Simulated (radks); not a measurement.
Results of a calculation; reference values are marked as such.
Valence configurations of neutral ruthenium (all share [Kr]). Code: a radial shooting solver on a logarithmic mesh with Libxc functionals. Model: scalar-relativistic Kohn-Sham, LDA (Slater exchange, Perdew-Wang correlation), spin-polarised, spherical densities, finite nucleus; open shells are filled with parallel spins first (spin-orbit coupling, left out, can overturn this in heavy ions); Fermi nuclear charge, rms radius 4.4809 fm. Order these by energy: 4d7 5s1; 4d5 5s1 5p2; 4d7 5p1; 4d6 5s2; 4d6 5s1 5p1; 4d7 5s0.5 5p0.5; 4d7.5 5s0.5; 4d8; 4d3 5s1 5p4; 4d3.5 5s0.5 5p4.

Answer. From the lowest, in eV above it: 4d7 5s1 0.000; 4d7.5 5s0.5 0.438; 4d8 0.948; 4d6 5s2 0.956; 4d7 5s0.5 5p0.5 1.859; 4d6 5s1 5p1 3.751; 4d7 5p1 3.761; 4d5 5s1 5p2 9.320; 4d3.5 5s0.5 5p4 33.420; 4d3 5s1 5p4 38.372. NIST lists [Kr] 4d7 5s1 as the ground configuration; this level of theory agrees among the configurations tried. The energies are those of spherical high-spin densities, not of single terms.
